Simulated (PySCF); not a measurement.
Job file and geometry (Å, from GFN2-xTB) of an NMR shielding run on SMILES CB(C)OB(Cl)B(O)O, C2H8B3ClO3, GIAO PBE0/pcSseg-1 NMR shielding, non-relativistic, gas phase (PySCF); density fitting, a coarse starting grid and PySCF grid level 2 are the driver's defaults:

```
$ OMP_NUM_THREADS=1 python probes_run.py task.json out

{"job": {"kind": "nmr", "xc": "PBE0", "basis": "pcSseg-1"}, "charge": 0, "multiplicity": 1}
C     -1.551713     1.154021     1.602299
B     -1.223070     0.008681     0.542073
C     -2.374201    -0.649768    -0.346732
O      0.021792    -0.377118     0.364197
B      1.244835    -0.788510     0.222832
Cl     1.726590    -2.123401     1.285884
B      2.389263    -0.152649    -0.876741
O      3.106472     0.942515    -0.520971
O      2.557955    -0.757484    -2.078565
H     -2.281640     0.811822     2.332054
H     -1.989441     2.019999     1.110471
H     -0.668837     1.486296     2.141558
H     -2.239488    -1.724365    -0.441783
H     -3.370348    -0.465939     0.043463
H     -2.339959    -0.242997    -1.356055
H      3.759010     1.265614    -1.148410
H      3.225784    -0.394689    -2.666951
```

Task: What does the program print?

Result: 
```
coarse grid: 15272 points
cycle   1  E = -840.7584109801  dE =  1.212e+00  |g| = 1.073e+00  |ddm| = 3.592e+00
cycle   2  E = -840.5678597597  dE =  1.906e-01  |g| = 1.498e+00  |ddm| = 1.617e+00
cycle   3  E = -840.9692207148  dE = -4.014e-01  |g| = 1.594e-01  |ddm| = 9.522e-01
cycle   4  E = -840.9740507856  dE = -4.830e-03  |g| = 5.063e-02  |ddm| = 1.419e-01
cycle   5  E = -840.9744537764  dE = -4.030e-04  |g| = 1.809e-02  |ddm| = 3.505e-02
cycle   6  E = -840.9745146752  dE = -6.090e-05  |g| = 2.784e-03  |ddm| = 1.270e-02
cycle   7  E = -840.9745161111  dE = -1.436e-06  |g| = 8.208e-04  |ddm| = 2.512e-03
final grid: 144392 points
cycle   8  E = -841.0516827013  dE = -5.645e-05  |g| = 1.239e-02  |ddm| = 2.443e-02
cycle   9  E = -841.0516551724  dE =  2.753e-05  |g| = 1.771e-02  |ddm| = 1.644e-02
cycle  10  E = -841.0517125206  dE = -5.735e-05  |g| = 1.705e-03  |ddm| = 9.521e-03
cycle  11  E = -841.0517131278  dE = -6.071e-07  |g| = 3.621e-04  |ddm| = 1.496e-03
cycle  12  E = -841.0517131491  dE = -2.129e-08  |g| = 1.078e-04  |ddm| = 2.818e-04
cycle  13  E = -841.0517131508  dE = -1.759e-09  |g| = 3.785e-05  |ddm| = 8.500e-05
cycle  14  E = -841.0517131511  dE = -2.594e-10  |g| = 6.462e-06  |ddm| = 2.693e-05
converged SCF energy = -841.0517131511

GIAO shielding tensors (ppm)
atom      isotropic    diamagn.    paramagn.     s11        s22        s33       span
  0 C      176.670     254.012     -77.342    162.309    171.869    195.832     33.523
  1 B       51.418     191.971    -140.553     -9.484     62.475    101.263    110.746
  2 C      179.567     253.882     -74.315    169.793    174.924    193.985     24.192
  3 O       25.154     391.517    -366.362    -56.836     53.295     79.005    135.841
  4 B       66.249     195.602    -129.353     29.825     64.959    103.962     74.137
  5 Cl     734.611    1148.582    -413.971    461.380    823.422    919.032    457.652
  6 B       75.948     198.423    -122.475     62.567     63.458    101.820     39.252
  7 O      201.487     385.500    -184.013    106.338    247.548    250.574    144.236
  8 O      201.248     384.446    -183.198    105.454    247.372    250.920    145.466
  9 H       30.978      29.594       1.384     27.584     28.964     36.386      8.802
 10 H       31.027      30.900       0.127     27.858     28.944     36.279      8.421
 11 H       31.370      32.275      -0.904     26.990     30.281     36.840      9.850
 12 H       31.287      31.238       0.049     27.056     30.059     36.747      9.691
 13 H       31.144      29.992       1.151     27.095     29.854     36.482      9.387
 14 H       31.331      31.737      -0.406     27.658     29.319     37.017      9.359
 15 H       28.165      29.623      -1.458     23.080     23.674     37.742     14.662
 16 H       28.159      29.388      -1.228     23.091     23.666     37.720     14.629
```

Size and cost of the density-fitted run: 200 basis functions, 57 s wall time on 1 thread of an Arm Neoverse N1, shared host; peak memory 0.88 GiB.
